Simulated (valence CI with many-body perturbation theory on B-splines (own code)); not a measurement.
## Br³⁰⁺: fill in the table

Calculated by relativistic CI+MBPT: three valence electrons over a frozen Dirac-Fock core [He], radial functions for each j: 11 s, 11 p, 10 d, 8 f, 5 g, 2 h, with the one-electron correlation potential Σ1, the two-electron term Σ2, the three-electron term Σ3, Breit, model QED; selected CI, second order for the rest, scaled by the run's own slope (own B-spline code, finite nucleus).

The last digits are not significant, and no measured levels were compared; by estimate large intervals hold to a few tenths of a per cent, small ones and those within an open d or f shell to about a per cent.

| Level | E (eV) |
| --- | --- |
| 2s2.2p 2P°_1/2 | 0.00 |
| 2s2.2p 2P°_3/2 | 54.00 |
| 2s.2p2 4P_1/2 | 82.56 |
| 2s.2p2 4P_3/2 | 116.24 |
| 2s.2p2 4P_5/2 | 132.60 |
| 2s.2p2 2D_3/2 | 166.10 |
| 2s.2p2 2P_1/2 | 175.99 |
| 2s.2p2 2D_5/2 | 190.94 |
| 2s.2p2 2S_1/2 | 233.68 |
| 2s.2p2 2P_3/2 | 235.05 |
| 2p3 4S°_3/2 | ? |
| 2p3 2D°_3/2 | ? |
| 2p3 2D°_5/2 | ? |
| 2p3 2P°_1/2 | ? |
| 2p3 2P°_3/2 | ? |
| 2s2.3s 2S_1/2 | 1971.32 |
| 2s2.3p 2P°_1/2 | 2003.60 |
| 2s2.3p 2P°_3/2 | 2018.73 |
| 2s.2p.3s 4P°_1/2 | ? |
| 2s.2p.3s 4P°_3/2 | 2044.46 |

Names give the largest LS component (configuration and term), which can be under half, so a name can repeat, a term be missing and a line seem to break the LS rules; names also repeat where a configuration has a term twice.

The levels stand in rising order. What does the calculation give for the missing energies?

2p3 4S°_3/2 264.87; 2p3 2D°_3/2 306.05; 2p3 2D°_5/2 317.52; 2p3 2P°_1/2 341.71; 2p3 2P°_3/2 381.91; 2s.2p.3s 4P°_1/2 2034.91.
